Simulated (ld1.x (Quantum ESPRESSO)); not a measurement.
# Ag: excitation energies, all-electron against ultrasoft

Ag (Z = 47), ultrasoft, made with ld1.x (Quantum ESPRESSO) 7.5 (BP86, scalar-relativistic). Core [Kr], reference 4d10 5s1 5p0. Waves: 5s (bound): rcut 2.00, rcutus 2.65 bohr; 5s channel at 1 Ry: rcut 2.00, rcutus 2.65 bohr; 5p (bound, empty): rcut 3.75, rcutus 4.35 bohr; 5p channel at 0.7 Ry: rcut 3.75, rcutus 4.35 bohr; 4d (bound): rcut 1.80, rcutus 2.05 bohr; 4d channel at -0.2 Ry: rcut 1.80, rcutus 2.05 bohr. Local part: all-electron potential smoothed inside 2.80 bohr (lloc = -1). Core correction: a·sin(br)/r model core, default radius (core density twice the valence density). Augmentation charge: built from norm-conserving waves at rcut, not smoothed further.

Energies are relative to the spin-unpolarised reference configuration 4d10 5s1 5p0; without spin polarisation the order of configurations can differ from experiment. The frozen-core shift is the all-electron ΔE with the core orbitals held at their reference shape minus the fully relaxed ΔE.

Q: Give the all-electron excitation energy and the error of the potential for: 4d10 5s0 5p0; 4d9 5s0 5p0; 4d8 5s0 5p0; 4d10 5s0 5p1; 4d7 5s0 5p0; 4d10 5s0.5 5p0; 4d9 5s2 5p0.

A:

```
valence configuration  charge  ΔE all-electron (eV)  error AE − PS (meV)  frozen-core shift (meV)
         4d10 5s0 5p0      +1                 7.901                  -13                     +3.7
          4d9 5s0 5p0      +2                30.119                  -38                      +49
          4d8 5s0 5p0      +3                66.397                 -261                     +314
         4d10 5s0 5p1       0                 3.932                  -80                      n/a
          4d7 5s0 5p0      +4               118.184                 -856                      n/a
       4d10 5s0.5 5p0    +0.5                 3.105                 -2.8                      n/a
          4d9 5s2 5p0       0                 4.012                  -72                      n/a
```

Levels in the configuration 4d8 5s0 5p0:

```csv
level,all-electron (eV),pseudo (eV)
4d,-43.818,-44.192
```

Note: ghost state, extra bound levels that the all-electron valence spectrum of the same l lacks: p at -1.87 eV. A true bound ghost makes a file unfit for plane-wave use.
